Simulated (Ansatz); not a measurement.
Born–Oppenheimer molecular dynamics of CH6BBrO (10 atoms, charge 0, multiplicity 1). It starts at the highest image of a converged band, a first-order saddle point between two minima.

The calculation used Ansatz 0.2.0, RKS B3LYP-D4/def2-SVP.

* ensemble: NVE (velocity Verlet)
* time step: 0.5 fs
* steps asked: 200
* starting velocities drawn for: 100 K
* seed: 6155

First frame:

```xyz
10
Properties=species:S:1:pos:R:3
B -0.049 0.111 0.121
O -0.137 0.148 1.613
H -1.057 0.078 1.917
H 1.070 -0.088 -0.255
C -1.344 -0.212 -0.688
H -1.457 -1.313 -0.746
H -2.267 0.203 -0.252
H -1.260 0.149 -1.725
Br 0.188 2.650 0.438
H 0.085 1.329 1.555
```

(1) How far do the bonds stretch over the last three quarters of this one trajectory? (Pairs bonded in most of those frames.)

Results:

(1) 
```tsv
bond	mean (Å)	spread (Å)	shortest	longest
B1–O2	1.359	0.010	1.34	1.38
B1–H4	1.211	0.010	1.19	1.23
B1–C5	1.582	0.024	1.54	1.63
O2–H3	0.969	0.019	0.94	1.00
C5–H6	1.109	0.008	1.09	1.12
C5–H7	1.105	0.011	1.09	1.12
C5–H8	1.102	0.003	1.09	1.11
Br9–H10	1.436	0.051	1.36	1.51
```

Mean temperature of the second half: 656 K. The conserved energy stayed within 0.12 meV per atom of its start (net change 0.046 meV per atom), so the integration is sound. The kinetic energy rose, since the run started high on the potential surface and went downhill. It ends in pieces (BrH + CH5BO), so much of that is their flight and rotation, not heat. A run of 0.1 ps of so small a system gives no equilibrium averages. The orbitals stay closed-shell, which can raise the energy where a bond breaks towards radicals; this wasn't checked here.

Run time: 15 min on 2 threads of Arm Neoverse N1, on a shared host, peak memory 0.23 GiB.
